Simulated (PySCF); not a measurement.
# Magnetic susceptibility: SMILES COC1=CC(F)=C(F)[P@@H]1=O, C$_{5}$H$_{5}$F$_{2}$O$_{2}$P

Geometry:
```tsv
atom	x (Å)	y (Å)	z (Å)
C1	2.154	-0.722	-0.996
O2	1.708	-0.506	0.327
C3	0.429	-0.157	0.439
C4	-0.235	0.012	1.601
C5	-1.607	0.443	1.448
F6	-2.349	0.617	2.541
C7	-2.042	0.610	0.186
F8	-3.261	1.012	-0.186
P9	-0.676	0.285	-0.969
O10	-0.888	-0.648	-2.070
H11	3.229	-0.880	-0.939
H12	1.669	-1.599	-1.434
H13	1.939	0.151	-1.626
H14	0.176	-0.171	2.578
H15	-0.251	1.560	-1.346
```

Level of theory: GIAO PBE/pcSseg-1 magnetisability, rotational g tensor and spin-rotation constants, non-relativistic, gas phase (PySCF). Geometry: GFN2-xTB.

How diamagnetic is it, and how anisotropic?

Isotropic -1172 × 10⁻³⁰ J/T², or -70.6 × 10⁻⁶ cm³/mol; principal values -1300, -1140, -1076 × 10⁻³⁰ J/T², anisotropy 200 × 10⁻³⁰ J/T² (root of half the summed squared differences of the principal values). The susceptibility is in cgs units.

Split it along the inertial axes a, b, c into diamagnetic and paramagnetic parts about the centre of mass, with the quadrupole moment.


```csv
axis,χ (10⁻⁶ cm³/mol),diamagnetic (10⁻⁶ cm³/mol),paramagnetic (10⁻⁶ cm³/mol),summed x² of all electrons (Å²),quadrupole Θ (D Å)
a,-69.5,-704.5,635.0,294.3,+6.76
b,-67.9,-1342.1,1274.2,144.0,-7.86
c,-74.3,-1859.2,1784.9,22.1,+1.10
```
Anisotropies 2χaa − χbb − χcc = +3.1 and 2χbb − χaa − χcc = +8.0 × 10⁻⁶ cm³/mol. Θ is traceless in Buckingham's convention.

And the rotational g tensor?


| axis | rotational constant (GHz) | g | nuclear part | electronic part |
| --- | --- | --- | --- | --- |
| a | 1.8817 | -0.0420 | 0.5193 | -0.5614 |
| b | 0.9146 | -0.0174 | 0.5301 | -0.5475 |
| c | 0.6367 | -0.0118 | 0.5221 | -0.5339 |

Asymmetric top; isotopes 12C, 19F, 1H, 16O, 31P; no vibrational averaging.
